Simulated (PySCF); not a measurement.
These are M06-2X/def2-TZVP // B3LYP-D3(BJ)/def2-TZVP (PySCF 2.14.0) values and carry that method's errors. Isolated molecules, 0 K electronic values unless said otherwise. 

Reference species (SMILES): `Br[C](Br)Br` (neutral, multiplicity 2).

| Property | Result |
|---|---|
| dipole moment | 0.19 D |

Changed species: `[CH2]Br` (radical fragment; the reference has radical fragment).

Question: Predict the effect on the dipole moment.

Answer: the dipole moment goes up by 0.91 D, to 1.10 D.
